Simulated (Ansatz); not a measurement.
H7InSSi2, SMILES `[SiH3][SiH2][S][InH2]`, 11 atoms. The species carries charge 0 and has multiplicity 1. Correlated methods include outer-core shells of In, which these sets cover unevenly. In takes the def2 core potential. All runs use 4 threads of an Arm Neoverse V2 on a shared host. Correlated methods freeze the cores.

**Question.** Give the basis size and wall time and peak host memory of each of these runs in Ansatz. RHF-CCSD(T)/def2-SVP energy; RKS ωB97M-V/def2-QZVPP energy; RKS LC-ωPBE/def2-TZVPP energy; RHF-MP2/def2-QZVPP energy; RKS PBE0-D4/def2-SVP energy; RKS ωB97M-V/def2-SVP energy; RKS PBE0-D4/def2-TZVP frequencies; RKS B3LYP-D4/def2-TZVPP energy and forces; RKS CAM-B3LYP-D4/def2-TZVPP energy; RKS PBE0-D4/def2-TZVP relaxation (28 steps); RKS ωB97M-V/def2-TZVPP energy and forces; RHF-CCSD(T)/def2-TZVPP energy. (An estimate is asked.)

**Answer.** Ansatz gave: Other jobs shared the machine, so times are rough.

```tsv
level	job	functions	wall time	peak host memory (GiB)
RKS PBE0-D4/def2-SVP	energy	115	1.4 s	0.59
RKS LC-ωPBE/def2-TZVPP	energy	274	3.5 s	0.66
RKS CAM-B3LYP-D4/def2-TZVPP	energy	274	4.7 s	1.1
RHF-CCSD(T)/def2-SVP	energy	115	6 s	0.59
RKS B3LYP-D4/def2-TZVPP	energy and forces	274	6.5 s	0.99
RKS ωB97M-V/def2-SVP	energy	115	7 s	0.59
RKS ωB97M-V/def2-TZVPP	energy and forces	274	16 s	1.3
RHF-MP2/def2-QZVPP	energy	502	23 s	3.2
RKS ωB97M-V/def2-QZVPP	energy	502	27 s	2.8
RKS PBE0-D4/def2-TZVP	relaxation (28 steps)	203	110 s	0.7
RKS PBE0-D4/def2-TZVP	frequencies	203	3.1 min	0.67
RHF-CCSD(T)/def2-TZVPP	energy	274	3.5 min	7
```

B3LYP here is the variant with VWN-RPA as its local correlation; programs differ in this. LC-ωPBE has ω = 0.4 bohr⁻¹.
